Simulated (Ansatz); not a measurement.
`FCC(F)(F)C(F)(F)C(F)(F)F` → `FC(F)(F)C(F)(F)C(F)(F)F` + `[CH2]` (triplet) at 298.15 K and 1 bar (formal loss of a carbene).

Program: Ansatz. Geometries: PBE0-D4/def2-TZVP. ΔE: electronic, gas phase. CBS: MP2 limit from def2 TZ/QZ plus the TZ coupled-cluster correction, frozen cores. This one scheme is used for every species. Triplets are unrestricted, without spin–orbit coupling. One conformer a species, not always the lowest.

```json
{"species": "`FCC(F)(F)C(F)(F)C(F)(F)F`", "CCSD(T)/CBS energy (Eh)": "-951.72697", "H − E (kJ/mol)": "216.9", "S (J/(mol·K))": "446.1"}
{"species": "`FC(F)(F)C(F)(F)C(F)(F)F`", "CCSD(T)/CBS energy (Eh)": "-912.48125", "H − E (kJ/mol)": "138.1", "S (J/(mol·K))": "405.0"}
{"species": "`[CH2]` (triplet)", "CCSD(T)/CBS energy (Eh)": "-39.09499", "H − E (kJ/mol)": "55.4", "S (J/(mol·K))": "195.3"}
```

H − E and S are ideal-gas, rigid-rotor, harmonic terms from PBE0-D4/def2-TZVP, for one conformer and one mirror image of each species, with the whole ground term of open shells counted as degenerate. 1 Eh = 2625.50 kJ/mol, R = 8.31446 J/(mol·K).

By hand: ΔE, ΔH, ΔS and ΔG.

ΔE = (-912.48125) + (-39.09499) − (-951.72697) = 0.15073 Eh = 395.7 kJ/mol. Δ(H − E) = 138.1 + 55.4 − 216.9 = -23.4, so ΔH = 372.3 kJ/mol. ΔS = 405.0 + 195.3 − 446.1 = 154.2 J/(mol·K). ΔG = 372.3 − 298.15 × (154.2)/1000 = 326.3 kJ/mol.

By hand: the equilibrium constant, and the temperature at which ΔG would vanish if ΔH and ΔS stayed fixed.

log₁₀ K = −ΔG/(RT ln 10) = -57.2. ΔG = 0 at ΔH/ΔS = 2414 K.

The number of gas molecules changes by +1, which sets the sign of ΔS. A doubt of 5 kJ/mol in ΔE shifts log₁₀ K by 0.9 here. Other conformers and mirror images would add mixing entropy, several J/(mol·K) or more a flexible species. Modes under 60 cm⁻¹, often nearly free rotors, make the harmonic entropy too high. A triplet takes part, so the spin changes. These are equilibria of isolated gas molecules and say nothing of rates. Largest T1 diagnostic: 0.012 (customary marks: 0.02 for closed shells, 0.045 for open ones).
